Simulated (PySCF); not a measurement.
## TDDFT excited states: C6H9BGeO

Species: C6H9BGeO.
SMILES: `C1=CBC=CC([O][GeH3])=C1`

Method: PySCF 2.14.0, density-fitted response routines, TDDFT CAM-B3LYP/def2-SVPD, vertical, gas phase, core orbitals frozen in the response. The structure is a single PBE0-D3(BJ)/def2-SVP conformer in the gas phase; no vibrational or solvent corrections. Relativistic effects, spin–orbit coupling among them, are left out although an element past zinc is present. Torsions of this conformer, `[GeH3:1][O:2][C:3]1=[CH:4][CH:5]=[CH:6][BH:7][CH:8]=[CH:9]1`: Ge1–O2–C3–C4 4°.

Problem. List the vertical singlet excitations with oscillator strengths and describe the spectrum.

Solution. 

| state | E (eV) | ν̃ (cm⁻¹) | f | main configurations (H = HOMO, L = LUMO) |
| --- | --- | --- | --- | --- |
| S1 | 4.34 | 34990 | 0.082 | H→L (62%), H→L+1 (28%) |
| S2 | 4.50 | 36300 | 0.191 | H→L+1 (56%), H→L (32%), H-1→L (9%) |
| S3 | 5.64 | 45460 | 0.0011 | H-3→L (72%), H-2→L (18%) |
| S4 | 5.79 | 46690 | 0.0017 | H-2→L (56%), H-2→L+1 (19%), H-3→L (18%) |
| S5 | 5.80 | 46770 | 0.0004 | H→L+3 (47%), H→L+2 (43%) |
| S6 | 5.93 | 47830 | 0.0011 | H-3→L+1 (63%), H-2→L+1 (17%), H-2→L (10%) |
| S7 | 6.01 | 48490 | 0.0012 | H-2→L+1 (57%), H-3→L+1 (27%), H-2→L (12%) |
| S8 | 6.02 | 48560 | 0.0002 | H→L+2 (43%), H→L+3 (39%), H→L+4 (11%) |
| S9 | 6.16 | 49670 | 0.765 | H-1→L (79%), H→L+1 (12%) |
| S10 | 6.25 | 50450 | 0.303 | H-1→L+1 (87%) |

Triplets (Tamm–Dancoff): T1 2.73 eV, H→L (85%), H→L+1 (8%); T2 3.34 eV, H→L+1 (86%); T3 4.05 eV, H-1→L (83%); T4 4.82 eV, H-1→L+1 (79%).

The lowest singlet comes at 286 nm (419 kJ/mol) in the ultraviolet; it is of moderate strength; its leading configuration is HOMO→LUMO (62%). The strongest level in the table is S9 at 6.16 eV (201 nm, f = 0.765). S4/S5 and S7/S8 lie within about 0.01 eV of each other in each set. Löwdin shares by element: HOMO carbon 52% or more, oxygen 13% (atoms not listed hold the other 36%); LUMO carbon 61% or more (atoms not listed hold the other 39%). Orbital energies (eV): HOMO-3 -10.10, HOMO-2 -10.00, HOMO-1 -9.29, HOMO -7.67, LUMO -0.67, LUMO+1 -0.34, LUMO+2 0.48. Weighted by f, the mean energy of these states is 5.83 eV. The oscillator strengths of these states sum to 1.348; summed over the whole spectrum of an exact calculation they would give the number of electrons, 90 (Thomas–Reiche–Kuhn). The vertical ionisation energy (ΔSCF) is 8.21 eV, 1.96 eV above S10. Orbitals of the list HOMO-3 to LUMO+2 that lie within 0.01 eV of each other are written together with a slash and their weights summed (≥ marks a lower bound); for degenerate orbitals outside that list single weights are arbitrary. Singlets were solved by full linear response, triplets in the Tamm–Dancoff approximation.

Time: 11 min of wall time (grids of density and orbitals included); peak memory 1.4 GiB. Hardware: an Intel Xeon at 2.50 GHz with one thread, shared host.
